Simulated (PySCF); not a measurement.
## C⁺: ionisation energy

C⁺ [He] 2s2 2p1 (2P) → C²⁺ [He] 2s2 (1S), as a difference of total energies. Computed with PySCF 2.14 in aug-cc-pV5Z, with no relativity, point nucleus. Correlated levels: valence: 1s2 frozen. The calculations carry no spin-orbit coupling.

```json
{"method": "UHF", "ionisation energy (eV)": "24.174", "error (eV)": "-0.204"}
{"method": "LDA", "ionisation energy (eV)": "24.777", "error (eV)": "+0.399"}
{"method": "PBE", "ionisation energy (eV)": "24.858", "error (eV)": "+0.480"}
{"method": "PBE0", "ionisation energy (eV)": "24.839", "error (eV)": "+0.461"}
{"method": "r2SCAN", "ionisation energy (eV)": "25.009", "error (eV)": "+0.631"}
{"method": "TPSSh", "ionisation energy (eV)": "24.992", "error (eV)": "+0.614"}
{"method": "PBEsol", "ionisation energy (eV)": "24.669", "error (eV)": "+0.291"}
{"method": "BHandHLYP", "ionisation energy (eV)": "24.878", "error (eV)": "+0.500"}
{"method": "MP2 (valence)", "ionisation energy (eV)": "24.438", "error (eV)": "+0.060"}
{"method": "SCS-MP2 (valence)", "ionisation energy (eV)": "24.399", "error (eV)": "+0.021"}
```

Reference: 24.378 eV (measured; NIST levels, between the centres of gravity of the two terms).

Errors of the correlated levels include the incompleteness of this basis and the frozen core.
